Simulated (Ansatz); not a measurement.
H4OSn (`[OH][SnH3]`), charge 0, multiplicity 1.

Give a relaxed structure at PBE0-D4/def2-TZVP (Ansatz 0.2.0). (An estimate is asked.)

Computed: 
Cartesian coordinates in Å:
```
O 1.484 -0.105 0.202
Sn -0.482 -0.080 0.080
H 1.912 0.434 -0.466
H -0.937 -0.677 -1.455
H -1.018 1.529 0.290
H -0.959 -1.102 1.350
```
Point group Cs.
